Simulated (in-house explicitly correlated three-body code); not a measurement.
Computed with an exponentially correlated three-body code. Model: two electrons around a point charge, non-relativistic, variational in 260 exponentially correlated functions (energies converged to about 1e-7 hartree, or 1e-8 relative for large Z).

Command:
```bash
python run_hyl.py task.json out
```
Settings (lengths in bohr, energies in hartree):
```
Z                      4
nuclear_mass           25
interaction_strength   1
functions              260
states_tried           13
```

Time taken, with all properties: 66 s on 1 thread of Arm Neoverse N1 (shared host).

**Those bound S and P states to n = 4 that converged, binding against the one-electron ion.**

Given: nuclear charge 4; mass of the centre 25 electron masses.

Computed: one-electron threshold -7.69230769 hartree.

| term | energy (hartree) | binding (eV) |
| --- | --- | --- |
| 1 1S | -13.1183301 | 147.65 |
| 2 3S | ? | ? |
| 2 3P | -8.85050513 | 31.516 |
| 2 1S | -8.83201711 | 31.013 |
| 2 1P | -8.73947166 | 28.495 |
| 3 3S | ? | ? |
| 3 3P | -8.19426725 | 13.659 |
| 3 1S | -8.19006563 | 13.545 |
| 3 1P | -8.16350594 | 12.822 |
| 4 3S | -7.98137739 | 7.866 |
| 4 1S | -7.96994892 | 7.555 |

**Question.** What belongs in the row 2 3S?

**Answer.** energy (hartree): -8.93906695; binding (eV): 33.926.

**Question.** What belongs in the row 3 3S?

**Answer.** energy (hartree): -8.21838564; binding (eV): 14.315.

**Converged states only, values per electron or pair.**

```
term  mean r (bohr)  mean r squared (bohr²)  mean inverse r (1/bohr)  mean r12 (bohr)  mean inverse r12 (1/bohr)  mean cosine  mean p1 dot p2 (bohr⁻²)  delta r1 (bohr⁻³)  delta r12 (bohr⁻³)
1 1S        0.43115                  0.2514                   3.5445          0.63918                     2.1192    -0.018449                   0.2126             15.281              1.3695
2 3S         1.1066                  2.0366                   2.3132           1.8801                    0.62781   -0.0029468              -0.00017399              9.747                   -
2 3P        0.99475                  1.6462                   2.3042           1.6783                    0.73265    -0.058916                 -0.76957             8.9066                   -
2 1S              ?                       ?                        ?                ?                          ?            ?                        ?                  ?                   ?
2 1P         1.0968                  2.0452                   2.2721           1.8377                    0.69759      0.02676                   0.4713             9.1008            0.031997
3 3S         2.3391                  10.539                   2.0917           4.3115                    0.29669  -5.8591e-05                -0.014523             9.2467                   -
3 3P              ?                       ?                        ?                ?                          ?            ?                        ?                  ?                   -
3 1S          2.456                  11.717                   2.0863           4.5419                     0.3101   -0.0018302                -0.026532             9.2282            0.057211
3 1P         2.4078                   11.38                   2.0803           4.4429                    0.31575    0.0086313                  0.12446             9.0644            0.011154
4 3S         4.0909                  34.245                   2.0167           7.8044                    0.17091   0.00041357                -0.011539             9.1328                   -
4 1S         4.2474                  37.057                   2.0145           8.1161                    0.17619  -0.00033902                -0.016115             9.1265            0.023924
```

**Question.** What belongs in the row 2 1S?

**Answer.** mean r (bohr): 1.1849; mean r squared (bohr²): 2.386; mean inverse r (1/bohr): 2.293; mean r12 (bohr): 2.0233; mean inverse r12 (1/bohr): 0.68001; mean cosine: -0.00906; mean p1 dot p2 (bohr⁻²): -0.051843; delta r1 (bohr⁻³): 9.6565; delta r12 (bohr⁻³): 0.19476.

**Question.** What belongs in the row 3 3P?

**Answer.** mean r (bohr): 2.266; mean r squared (bohr²): 9.9886; mean inverse r (1/bohr): 2.0888; mean r12 (bohr): 4.1701; mean inverse r12 (1/bohr): 0.3216; mean cosine: -0.013169; mean p1 dot p2 (bohr⁻²): -0.19632; delta r1 (bohr⁻³): 9.0223.
